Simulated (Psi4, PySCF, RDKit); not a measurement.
Relaxed torsion scan: SMILES O=Cc1cccc(S)c1 (C7H6OS). Scanned: dihedral O1–C2–C3–C4; all other coordinates were relaxed at GFN2-xTB. Points at φ and −φ are mirror images. Heavy atoms are numbered in the order of the SMILES O=Cc1cccc(S)c1, hydrogens after them in the order of the atoms that carry them; the mirror image has the same energies with the sign of each dihedral reversed.

- RHF/STO-3G = restricted Hartree-Fock/STO-3G // GFN2-xTB run with PySCF
- MMFF94 // GFN2-xTB (RDKit)
- UFF // GFN2-xTB (RDKit)
- PBE-D3(BJ)/def2-SVP // GFN2-xTB (Psi4)

Energies relative to the lowest point of each profile, in mEh; the last columns give the difference from PBE-D3(BJ):

```json
[
 {"φ / °": "-165", "RHF/STO-3G": "0.6", "MMFF94": "0.7", "UFF": "0.6", "PBE-D3(BJ)/def2-SVP": "0.9", "RHF/STO-3G − PBE-D3(BJ)/def2-SVP": "-0.3", "MMFF94 − PBE-D3(BJ)/def2-SVP": "-0.2", "UFF − PBE-D3(BJ)/def2-SVP": "-0.3"},
 {"φ / °": "-150", "RHF/STO-3G": "2.1", "MMFF94": "2.7", "UFF": "2.3", "PBE-D3(BJ)/def2-SVP": "3.4", "RHF/STO-3G − PBE-D3(BJ)/def2-SVP": "-1.2", "MMFF94 − PBE-D3(BJ)/def2-SVP": "-0.7", "UFF − PBE-D3(BJ)/def2-SVP": "-1.1"},
 {"φ / °": "-135", "RHF/STO-3G": "4.5", "MMFF94": "5.7", "UFF": "5.2", "PBE-D3(BJ)/def2-SVP": "7.2", "RHF/STO-3G − PBE-D3(BJ)/def2-SVP": "-2.7", "MMFF94 − PBE-D3(BJ)/def2-SVP": "-1.4", "UFF − PBE-D3(BJ)/def2-SVP": "-1.9"},
 {"φ / °": "-120", "RHF/STO-3G": "7.0", "MMFF94": "9.4", "UFF": "9.0", "PBE-D3(BJ)/def2-SVP": "11.6", "RHF/STO-3G − PBE-D3(BJ)/def2-SVP": "-4.6", "MMFF94 − PBE-D3(BJ)/def2-SVP": "-2.2", "UFF − PBE-D3(BJ)/def2-SVP": "-2.6"},
 {"φ / °": "-105", "RHF/STO-3G": "8.9", "MMFF94": "12.6", "UFF": "12.6", "PBE-D3(BJ)/def2-SVP": "15.5", "RHF/STO-3G − PBE-D3(BJ)/def2-SVP": "-6.6", "MMFF94 − PBE-D3(BJ)/def2-SVP": "-2.8", "UFF − PBE-D3(BJ)/def2-SVP": "-2.8"},
 {"φ / °": "-90", "RHF/STO-3G": "9.5", "MMFF94": "14.1", "UFF": "14.5", "PBE-D3(BJ)/def2-SVP": "17.0", "RHF/STO-3G − PBE-D3(BJ)/def2-SVP": "-7.5", "MMFF94 − PBE-D3(BJ)/def2-SVP": "-2.9", "UFF − PBE-D3(BJ)/def2-SVP": "-2.5"},
 {"φ / °": "-75", "RHF/STO-3G": "8.9", "MMFF94": "13.1", "UFF": "13.3", "PBE-D3(BJ)/def2-SVP": "15.7", "RHF/STO-3G − PBE-D3(BJ)/def2-SVP": "-6.8", "MMFF94 − PBE-D3(BJ)/def2-SVP": "-2.6", "UFF − PBE-D3(BJ)/def2-SVP": "-2.3"},
 {"φ / °": "-60", "RHF/STO-3G": "7.2", "MMFF94": "10.2", "UFF": "9.8", "PBE-D3(BJ)/def2-SVP": "12.3", "RHF/STO-3G − PBE-D3(BJ)/def2-SVP": "-5.1", "MMFF94 − PBE-D3(BJ)/def2-SVP": "-2.1", "UFF − PBE-D3(BJ)/def2-SVP": "-2.4"},
 {"φ / °": "-45", "RHF/STO-3G": "4.8", "MMFF94": "6.6", "UFF": "5.8", "PBE-D3(BJ)/def2-SVP": "8.1", "RHF/STO-3G − PBE-D3(BJ)/def2-SVP": "-3.3", "MMFF94 − PBE-D3(BJ)/def2-SVP": "-1.5", "UFF − PBE-D3(BJ)/def2-SVP": "-2.3"},
 {"φ / °": "-30", "RHF/STO-3G": "2.6", "MMFF94": "3.6", "UFF": "2.5", "PBE-D3(BJ)/def2-SVP": "4.3", "RHF/STO-3G − PBE-D3(BJ)/def2-SVP": "-1.7", "MMFF94 − PBE-D3(BJ)/def2-SVP": "-0.7", "UFF − PBE-D3(BJ)/def2-SVP": "-1.8"},
 {"φ / °": "-15", "RHF/STO-3G": "1.0", "MMFF94": "1.7", "UFF": "0.6", "PBE-D3(BJ)/def2-SVP": "1.7", "RHF/STO-3G − PBE-D3(BJ)/def2-SVP": "-0.7", "MMFF94 − PBE-D3(BJ)/def2-SVP": "0.0", "UFF − PBE-D3(BJ)/def2-SVP": "-1.1"},
 {"φ / °": "0", "RHF/STO-3G": "0.4", "MMFF94": "1.0", "UFF": "0.0", "PBE-D3(BJ)/def2-SVP": "0.8", "RHF/STO-3G − PBE-D3(BJ)/def2-SVP": "-0.4", "MMFF94 − PBE-D3(BJ)/def2-SVP": "0.2", "UFF − PBE-D3(BJ)/def2-SVP": "-0.8"},
 {"φ / °": "15", "RHF/STO-3G": "1.0", "MMFF94": "1.7", "UFF": "0.6", "PBE-D3(BJ)/def2-SVP": "1.7", "RHF/STO-3G − PBE-D3(BJ)/def2-SVP": "-0.7", "MMFF94 − PBE-D3(BJ)/def2-SVP": "0.0", "UFF − PBE-D3(BJ)/def2-SVP": "-1.1"},
 {"φ / °": "30", "RHF/STO-3G": "2.6", "MMFF94": "3.6", "UFF": "2.5", "PBE-D3(BJ)/def2-SVP": "4.3", "RHF/STO-3G − PBE-D3(BJ)/def2-SVP": "-1.7", "MMFF94 − PBE-D3(BJ)/def2-SVP": "-0.7", "UFF − PBE-D3(BJ)/def2-SVP": "-1.8"},
 {"φ / °": "45", "RHF/STO-3G": "4.8", "MMFF94": "6.6", "UFF": "5.8", "PBE-D3(BJ)/def2-SVP": "8.1", "RHF/STO-3G − PBE-D3(BJ)/def2-SVP": "-3.3", "MMFF94 − PBE-D3(BJ)/def2-SVP": "-1.5", "UFF − PBE-D3(BJ)/def2-SVP": "-2.3"},
 {"φ / °": "60", "RHF/STO-3G": "7.2", "MMFF94": "10.2", "UFF": "9.8", "PBE-D3(BJ)/def2-SVP": "12.3", "RHF/STO-3G − PBE-D3(BJ)/def2-SVP": "-5.1", "MMFF94 − PBE-D3(BJ)/def2-SVP": "-2.1", "UFF − PBE-D3(BJ)/def2-SVP": "-2.4"},
 {"φ / °": "75", "RHF/STO-3G": "8.9", "MMFF94": "13.1", "UFF": "13.3", "PBE-D3(BJ)/def2-SVP": "15.7", "RHF/STO-3G − PBE-D3(BJ)/def2-SVP": "-6.8", "MMFF94 − PBE-D3(BJ)/def2-SVP": "-2.6", "UFF − PBE-D3(BJ)/def2-SVP": "-2.3"},
 {"φ / °": "90", "RHF/STO-3G": "9.5", "MMFF94": "14.1", "UFF": "14.5", "PBE-D3(BJ)/def2-SVP": "17.0", "RHF/STO-3G − PBE-D3(BJ)/def2-SVP": "-7.5", "MMFF94 − PBE-D3(BJ)/def2-SVP": "-2.9", "UFF − PBE-D3(BJ)/def2-SVP": "-2.5"},
 {"φ / °": "105", "RHF/STO-3G": "8.9", "MMFF94": "12.6", "UFF": "12.6", "PBE-D3(BJ)/def2-SVP": "15.5", "RHF/STO-3G − PBE-D3(BJ)/def2-SVP": "-6.6", "MMFF94 − PBE-D3(BJ)/def2-SVP": "-2.8", "UFF − PBE-D3(BJ)/def2-SVP": "-2.8"},
 {"φ / °": "120", "RHF/STO-3G": "7.0", "MMFF94": "9.4", "UFF": "9.0", "PBE-D3(BJ)/def2-SVP": "11.6", "RHF/STO-3G − PBE-D3(BJ)/def2-SVP": "-4.6", "MMFF94 − PBE-D3(BJ)/def2-SVP": "-2.2", "UFF − PBE-D3(BJ)/def2-SVP": "-2.6"},
 {"φ / °": "135", "RHF/STO-3G": "4.5", "MMFF94": "5.7", "UFF": "5.2", "PBE-D3(BJ)/def2-SVP": "7.2", "RHF/STO-3G − PBE-D3(BJ)/def2-SVP": "-2.7", "MMFF94 − PBE-D3(BJ)/def2-SVP": "-1.4", "UFF − PBE-D3(BJ)/def2-SVP": "-1.9"},
 {"φ / °": "150", "RHF/STO-3G": "2.1", "MMFF94": "2.7", "UFF": "2.3", "PBE-D3(BJ)/def2-SVP": "3.4", "RHF/STO-3G − PBE-D3(BJ)/def2-SVP": "-1.2", "MMFF94 − PBE-D3(BJ)/def2-SVP": "-0.7", "UFF − PBE-D3(BJ)/def2-SVP": "-1.1"},
 {"φ / °": "165", "RHF/STO-3G": "0.6", "MMFF94": "0.7", "UFF": "0.6", "PBE-D3(BJ)/def2-SVP": "0.9", "RHF/STO-3G − PBE-D3(BJ)/def2-SVP": "-0.3", "MMFF94 − PBE-D3(BJ)/def2-SVP": "-0.2", "UFF − PBE-D3(BJ)/def2-SVP": "-0.3"},
 {"φ / °": "180", "RHF/STO-3G": "0.0", "MMFF94": "0.0", "UFF": "0.0", "PBE-D3(BJ)/def2-SVP": "0.0", "RHF/STO-3G − PBE-D3(BJ)/def2-SVP": "0.0", "MMFF94 − PBE-D3(BJ)/def2-SVP": "0.0", "UFF − PBE-D3(BJ)/def2-SVP": "0.0"}
]
```

RHF/STO-3G is furthest from PBE-D3(BJ)/def2-SVP at -90 (-7.5 mEh, below); its mean absolute difference over the points is 3.4 mEh.

MMFF94 is furthest from PBE-D3(BJ)/def2-SVP at -90 (-2.9 mEh, below); its mean absolute difference over the points is 1.4 mEh.

UFF is furthest from PBE-D3(BJ)/def2-SVP at -105 (-2.8 mEh, below); its mean absolute difference over the points is 1.8 mEh.
